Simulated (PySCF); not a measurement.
Levels of Ag⁴⁴⁺ from EOM-EA-GCCSD

Reference: closed-shell Ag⁴⁵⁺, 1s2; one electron is added. Calculated with PySCF 2.14, two-component X2C-1e with screened spin-orbit coupling, an even-tempered Gaussian basis (17 s from 10 bohr⁻², ratio 2.6; 12 p from 13 bohr⁻², ratio 2.6; 6 d from 14 bohr⁻², ratio 2.8; 3 f from 590 bohr⁻², ratio 2.8); frozen nothing; the 34 highest virtual spinors dropped; of the others 52 kept and the rest restored at second order. No Breit or QED terms. Binding energies in eV.

| level | Koopmans | second order | EOM-CCSD |
| --- | --- | --- | --- |
| 2s1/2 | 7276.2 | 7276.4 | 7276.4 |
| 2p1/2 | 7179.5 | 7179.9 | 7179.9 |
| 2p3/2 | 6968.7 | 6969.1 | 6969.1 |

Electric-dipole lines between these computed levels:

```json
{"lower": "2s1/2", "upper": "2p1/2", "ΔE (eV)": "96.521", "vacuum wavelength (nm)": "12.85"}
{"lower": "2s1/2", "upper": "2p3/2", "ΔE (eV)": "307.32", "vacuum wavelength (nm)": "4.034"}
```

For comparison, the ionisation energy of Ag⁴⁴⁺ is 7271.3 eV (theoretical estimate listed by NIST; NIST Atomic Spectra Database, ionization energies).

Only part of the computed levels is shown.
